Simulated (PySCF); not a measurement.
## How methods differ on the excitation energy of I(2+)

I(2+) [Kr] 4d10 5s2 5p3 (4S) → I(2+) [Kr] 4d10 5s2 5p2 5d1 (high-spin determinant), as a difference of total energies. Computed with PySCF 2.14 in aug-cc-pVTZ-PP with one added diffuse shell each of d, f type with ECP28MDF (6s5p5d3f, 67 functions), with a scalar-relativistic core potential. Correlated levels: valence: 4s2 4p6 4d10 frozen. The calculations carry no spin-orbit coupling.

| method | excitation energy (eV) |
| --- | --- |
| UHF | 14.748 |
| MP2 (valence) | 14.469 |
| SCS-MP2 (valence) | 14.459 |
| CCSD (valence) | 14.468 |
| CCSD(T) (valence) | 14.163 |

Question: How much does correlation contribute at CCSD(T) (valence)?

Answer: 14.163 − (14.748) = -0.585 eV, measured against UHF.

The promoted electron is Rydberg-like, and one or two diffuse shells describe it only roughly, which tends to raise the upper state.

The coupled-cluster amplitudes are large for the upper state (T1 above 0.03 or a double amplitude above 0.15), so a single reference is strained.

The determinant of the upper state mixes LS terms, which raises its energy above the lowest term, most at the Hartree-Fock and MP2 levels.
